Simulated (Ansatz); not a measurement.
`C[Se]B[SiH3]` + `[OH][In]([SH])[Cl]` → `[SiH3][O][In]([SH])[Cl]` + `B[Se]C`  (cleavage of the Si–B bond)

Gas-phase electronic energies from Ansatz, PBE0-D4/def2-TZVP geometries. CBS: MP2 limit from def2 TZ/QZ plus the TZ coupled-cluster correction, frozen cores. DFT in def2-TZVPP. def2 core potentials past Kr. For In, Se outer-core shells are correlated without core-valence functions, which leaves a few kJ/mol of doubt a bond. Scalar relativity is left out up to krypton. Each species was taken in one conformer, which may not be the lowest.

Task: Is it downhill or uphill in electronic energy at CCSD(T)/CBS, and by how much? (Best estimate.)

Result: Computed: Downhill: ΔE = -107.9 kJ/mol.

Task: What do these levels give: ωB97X-V, HF/def2-TZVPP, SCS-MP2/def2-TZVPP, CCSD/def2-TZVPP, MP2/def2-QZVPP, MP2/CBS(def2)? (Estimate.)

Result: The calculation gave: ωB97X-V -106.2, HF/def2-TZVPP -138.4, SCS-MP2/def2-TZVPP -118.5, CCSD/def2-TZVPP -112.1, MP2/def2-QZVPP -114.6, MP2/CBS(def2) -113.8 kJ/mol.

Largest T1 diagnostic among the species: 0.015.

From PBE to PBE0 (25 % exact exchange), in def2-TZVPP and without D4, ΔE moves by −11.1 kJ/mol. In def2-TZVPP, CCSD(T) changes the Hartree–Fock value by +30.7 kJ/mol (the triples alone add +4.4 kJ/mol) and MP2 by +24.8 kJ/mol.
